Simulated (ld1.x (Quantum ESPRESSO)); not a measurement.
**Before and after: PAW potential for Er (Z = 68)**

```json
{
  "Element": "erbium",
  "Generator": "ld1.x (Quantum ESPRESSO) 7.5",
  "Type": "PAW",
  "Functional": "PBEsol",
  "Relativity": "scalar-relativistic",
  "Frozen core": "[Kr] 4d10 4f11",
  "Valence charge": "11",
  "Reference configuration": "5s2 5p6 5d1 6s1.75 6p0.25",
  "Partial waves": "5s (bound): rcut 1.80, rcutus 2.10 bohr; 6s (bound): rcut 1.80, rcutus 2.10 bohr; 5p (bound): rcut 2.15, rcutus 2.35 bohr; 6p (bound): rcut 2.15, rcutus 2.35 bohr; 5d (bound): rcut 2.30, rcutus 3.15 bohr; 5d channel at 0.95 Ry: rcut 2.30, rcutus 3.15 bohr; 5f channel at 0.2 Ry: rcut 1.95, rcutus 2.40 bohr; 5f channel at 2.45 Ry: rcut 1.95, rcutus 2.40 bohr",
  "Local potential": "all-electron potential smoothed inside 2.05 bohr (lloc = -2)",
  "Core correction": "Bessel-smoothed model core inside 1.55 bohr",
  "Augmentation charge": "BESSEL, radius 1.35 bohr"
}
```

All-electron outer shells of the reference configuration (PBEsol, scalar-relativistic, ld1.x):

```tsv
shell	level (eV)	outermost node (bohr)	outermost maximum (bohr)
4d	-172.85	0.25	0.51
5s	-56.41	0.60	1.10
5p	-30.14	0.65	1.26
4f	-9.88	–	0.51
6s	-4.65	1.49	3.18
5d	-2.39	0.73	1.88
6p	-1.49	1.81	4.34
```

Change: type TM; waves now 5s (bound): rc 2.10 bohr; 5p (bound): rc 2.35 bohr; 5d (bound): rc 3.15 bohr; 5f channel at 0.2 Ry: rc 2.40 bohr; local potential all-electron potential smoothed inside 2.95 bohr (lloc = -2) (6p, 6s counted twice).

Cutoffs: the cutoffs (Ry, on a coarse ladder) from which the occupation-weighted sum of valence levels, in a spherical-Bessel basis at the reference potential, stays within 10 and 1 mRy of its value at 400 Ry; they do not see the model core or the augmentation charge, which bear on the density cutoff. Errors are all-electron minus pseudo energies relative to the spin-unpolarised reference configuration.

Task: How do hardness, ghosts and transferability respond?

Result: The potential gets harder (18 Ry and 30 Ry → 21 Ry and 45 Ry); the miss of the reference levels goes from 0.00 to 0.68 eV; of the 7 tests that both files solve, the error grows in 7 and shrinks in 0 by more than 15 % and 0.3 meV (median size 4.4 → 914.8 meV); the range in which the p phases agree narrows (upper end 3.4 → -0.3); neither file shows a bound ghost. In the changed file ld1.x takes every shell without a wave as core, so the model core holds the 6p, 6s electrons as well and exchange and correlation see them twice. This cancels in the reference configuration, but the file is broken for other ones, and its errors say nothing about a proper core correction. Several settings change at once here, so the effects cannot be laid on one of them.

| quantity | base | changed |
| --- | --- | --- |
| cutoff, loose | 18 Ry | 21 Ry |
| cutoff, tight | 30 Ry | 45 Ry |
| loose cutoff by channel (10 mRy a level) | s 15 Ry, p 15 Ry, d 8 Ry | s 18 Ry, p 15 Ry, d 15 Ry |
| bound ghosts | none | none |
| largest miss of a reference level, eV | 0.00 | 0.68 |
| error for 5s2 5p6 5d1 6s2 6p0, meV [ΔE -0.79 eV] | +0.2 | -133 |
| error for 5s2 5p6 5d1 6s1 6p0, meV [ΔE 6.28 eV] | -2.3 | +574 |
| error for 5s2 5p6 5d1 6s0 6p0, meV [ΔE 18.99 eV] | -16 | +1299 |
| error for 5s1 5p6 5d1 6s2 6p0, meV [ΔE 61.12 eV] | -374 | -990 |
| error for 5s2 5p6 5d2 6s1 6p0, meV [ΔE 1.68 eV] | -5.5 | +457 |
| error for 5s2 5p6 5d1 6s0 6p1, meV [ΔE 10.25 eV] | -4.4 | +1239 |
| error for 5s2 5p6 5d1 6s0 6p2, meV [ΔE 5.77 eV] | -0.9 | +915 |
| s: phases at 3.40 bohr within 0.05 rad from the reference energy up to (Ry; the scan ends near 5) | n/a | n/a |
| p: phases at 3.40 bohr within 0.05 rad from the reference energy up to (Ry; the scan ends near 5) | 3.4 | -0.3 |
| d: phases at 3.40 bohr within 0.05 rad from the reference energy up to (Ry; the scan ends near 5) | 1.3 | 1.1 |
| f: phases at 3.40 bohr within 0.05 rad from the reference energy up to (Ry; the scan ends near 5) | n/a | n/a |
